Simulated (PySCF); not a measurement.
A structure optimised at PBE-D3(BJ)/def2-SVP, used in a PySCF frequency run:

```
Ga
Cl 1 2.1469
Cl 1 2.1469 2 117.78
I 1 2.4760 2 121.11 3 180.00
```

**Question.** Write its SMILES, formula and point group.

**Answer.** [Cl][Ga]([Cl])[I], Cl2GaI, C2v

**Question.** What are its rotational constants (standard atomic weights)?

**Answer.** 2.1098, 0.76826, 0.56319 GHz
